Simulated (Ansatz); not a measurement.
Cost and result for the atomization energy of CH9GeNSi, SMILES `NC[SiH2][GeH3]` (13 atoms, 12 bonds).

```xyz
13

N     1.147   -0.317    1.541
C     0.228    0.772    1.241
Si    0.019    0.973   -0.626
Ge   -0.787   -1.045   -1.601
H     1.298   -0.406    2.538
H     0.785   -1.204    1.214
H    -0.766    0.688    1.708
H     0.661    1.709    1.607
H     1.315    1.337   -1.258
H    -0.968    2.056   -0.899
H    -2.212   -1.359   -1.108
H    -0.824   -0.960   -3.136
H     0.104   -2.245   -1.222
```

Charge 0, multiplicity 1. Correlated methods include outer-core shells of Ge, which these sets cover unevenly. Scalar relativity is left out up to krypton. The structure was optimised at the PBE0-D4/def2-TZVP level. It is one conformer, not always the lowest. Program: Ansatz. All runs use 4 threads of an Arm Neoverse V1 on a shared host. Times are those of one run each, without the atoms' runs, and a repeat can differ threefold. Electronic energies, without spin–orbit coupling; frozen cores. CCSD(T)/CBS adds CCSD(T) − MP2 in def2-TZVPP to the MP2 limit, and its time is that of the two runs behind it. T1 = 0.011. With those shells the extrapolation isn't a true limit. B3LYP takes the VWN-RPA correlation (the form of Gaussian; ORCA's B3LYP/G).

CCSD(T)/CBS is a level of theory with its own doubt, some kJ/mol a heavy atom from the limit and from the frozen cores, so smaller differences don't rank the functionals.

```
                             level  functions  wall time  atomization (kJ/mol)  difference from CCSD(T)/CBS  per bond
   PBE-D4/def2-TZVPP (with forces)        278      3.2 s                4100.9                          5.7       0.5
                PBE0-D4/def2-TZVPP        278      4.2 s                4063.0                        -32.2      -2.7
r2SCAN-D4/def2-TZVPP (with forces)        278      6.5 s                4077.3                        -17.9      -1.5
 B3LYP-D4/def2-TZVPP (with forces)        278      6.5 s                4088.2                         -7.0      -0.6
                 B2PLYP/def2-TZVPP        278      7.5 s                4030.4                        -64.8      -5.4
                ωB97X-V/def2-TZVPP        278       11 s                4115.5                         20.3       1.7
  ωB97M-V/def2-TZVPP (with forces)        278       15 s                4085.4                         -9.8      -0.8
                    MP2/def2-QZVPP        543       33 s                4033.8                        -61.4      -5.1
                CCSD(T)/def2-TZVPP        278    4.7 min                3995.4                        -99.8      -8.3
                 CCSD(T)/CBS(def2)          –    5.3 min                4095.2                          0.0       0.0
```

The D4 term adds +42.2 kJ/mol with B3LYP and +22.4 kJ/mol with PBE0; it sums over pairs of atoms, weighted by their polarisabilities, and B3LYP, whose exchange is more repulsive, gets the larger term. From PBE to PBE0 (25 % exact exchange), in def2-TZVPP and without D4, the atomization energy moves by −34.0 kJ/mol: exact exchange takes away binding that semilocal exchange gives to molecules. In def2-TZVPP, CCSD(T) changes the Hartree–Fock value by +1038.2 kJ/mol (the triples alone add +46.1 kJ/mol) and MP2 by +1017.9 kJ/mol; breaking electron pairs costs correlation energy, which Hartree–Fock lacks.
